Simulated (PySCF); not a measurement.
PySCF job for CrH3O3, SMILES [OH][Cr]([OH])[OH] (connectivity only; charge and spin as stated), neutral, multiplicity 4, C-PCM-M06-2X/def2-SVP. Coordinates come from a PBE0-D3(BJ)/def2-SVP optimisation. The spin state was assumed, not searched. The values are those of a single conformer.

```python
import numpy as np
from pyscf import gto, scf, dft
from pyscf.solvent import pcm

mol = gto.M(
    atom='''
    Cr    0.03530179    0.00678675   -0.00000000
    O     0.07224376    0.87417382    1.52780588
    H    -0.74316607    1.05014635    2.01275009
    O     0.07224376    0.87417388   -1.52780583
    H    -0.74316607    1.05014644   -2.01275004
    O    -0.14546881   -1.74427081   -0.00000004
    H     0.64693956   -2.29579005   -0.00000005
    ''',
    basis='def2-SVP',
    charge=0,
    spin=3,
    max_memory=1600,
    verbose=3,
)
mf = dft.UKS(mol, xc='m06-2x').density_fit(auxbasis='def2-universal-jkfit')
mf.grids.level = 4
mf.conv_tol = 1e-9
mf.max_cycle = 100
mf.kernel()
fine, coarse = mf.grids, dft.Grids(mol).set(level=1).build(with_non0tab=True)
for _ in range(3):  # follow internal instabilities
    mf.grids = coarse
    mo, _, stable, _ = mf.stability(return_status=True, nroots=4)
    mf.grids = fine
    if stable:
        break
    mf.kernel(mf.make_rdm1(mo, mf.mo_occ))
res = {}
for name, eps in {'water': 78.355, '1-octanol': 9.8629, 'cyclohexanone': 15.619}.items():
    s = mf.PCM()
    s.with_solvent.method, s.with_solvent.eps, s.with_solvent.lebedev_order = 'C-PCM', eps, 29
    s.kernel(mf.make_rdm1())
    res[name] = (s.e_tot, eps, s.dip_moment(), s.mo_energy, s.converged)
    print(f'{name}: electrostatic solvation free energy {(s.e_tot - mf.e_tot) * 627.509474:.3f} kcal/mol')
```

Log of the run:

```

WARN: HOMO -0.291546795585517 >= LUMO -0.297933463770744

converged SCF energy = -1271.55562390064  <S^2> = 3.7843969  2S+1 = 4.0171616
<class 'pyscf.df.df_jk.DFUKS'> wavefunction is stable in the internal stability analysis

WARN: PCM is an experimental feature. It is still in testing.
Features and APIs may be changed in the future.

converged SCF energy = -1271.57401504762  <S^2> = 3.783288  2S+1 = 4.0166095
Dipole moment(X, Y, Z, Debye): -1.43484, -0.32923, -0.00000
water: electrostatic solvation free energy -11.541 kcal/mol

WARN: PCM is an experimental feature. It is still in testing.
Features and APIs may be changed in the future.

converged SCF energy = -1271.57223407487  <S^2> = 3.7833893  2S+1 = 4.01666
Dipole moment(X, Y, Z, Debye): -1.40994, -0.32366, -0.00000
1-octanol: electrostatic solvation free energy -10.423 kcal/mol

WARN: PCM is an experimental feature. It is still in testing.
Features and APIs may be changed in the future.

converged SCF energy = -1271.57298154826  <S^2> = 3.7833466  2S+1 = 4.0166387
Dipole moment(X, Y, Z, Debye): -1.42034, -0.32598, -0.00000
cyclohexanone: electrostatic solvation free energy -10.892 kcal/mol
```

The run converged.
